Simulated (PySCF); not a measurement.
NMR data simulated for an unnamed compound:

$^{1}$H NMR (400 MHz, computed): δ 5.29 (tt, J = 2.7, 1.1 Hz, 1H), 4.86 (m, 1H), 4.67 (m, 1H).

$^{13}$C{$^{1}$H} NMR (computed): δ 180.7 (C, dd, J = 363.8, 9.2 Hz), 135.6 (C, qd, J = 350.4, 51.0 Hz), 128.5 (C, dqd, J = 294.9, 39.9, 12.3 Hz), 103.5 (CH, dd, J = 23.6, 8.7 Hz), 76.3 (CH2, dd, J = 23.3, 7.1 Hz).

PySCF calculation with PBE0-D3(BJ)/def2-SVP geometry, GIAO PBE/pcSseg-2 shieldings and couplings computed with B3LYP/pcJ-1 (spin–dipole term only in couplings to heteroatoms); isolated molecule, fast rotation and ring inversion assumed for equivalent nuclei, no relativistic terms, a single conformation.

δ = σ(ref) − σ, references computed at the same level: $^{1}$H (σ = 31.18 ppm), $^{13}$C (σ = 179.39 ppm) vs TMS.

Which of these does the molecule contain: a CH3CH2 unit, a Si–H bond, a CF3 group, an OH group, a non-aromatic C=C double bond?

Answers


- A CH3CH2 unit: no.
- A Si–H bond: no.
- A CF3 group: yes (δC 135.6).
- An OH group: no.
- A non-aromatic C=C double bond: yes.

The data belong to SMILES C1=C(F)CO[C@@]1(F)C(F)(F)F, C₅H₃F₅O; they needn't prove each group on their own.

Carbon signals by region: 1 in the far downfield region (above 160 ppm), 3 in the sp2 and nitrile region (100–160 ppm), 1 at 50–100 ppm. Above 160 ppm: 180.7, fully substituted alkene carbon.

C–F couplings over four or more bonds (about 3 Hz to the para carbon of a fluoroarene) are left out. Common functionals overestimate the size of one-bond C–F couplings by tens of Hz; these are unscaled. Splittings below 1 Hz are ignored in the labels, and close J values are merged. Shifts are as computed, not scaled to solution data. Of 1211 compounds with measured shifts, 218 miss one by over three times the rms of a fit or turn the order of signals round; such compounds aren't used in these exercises.
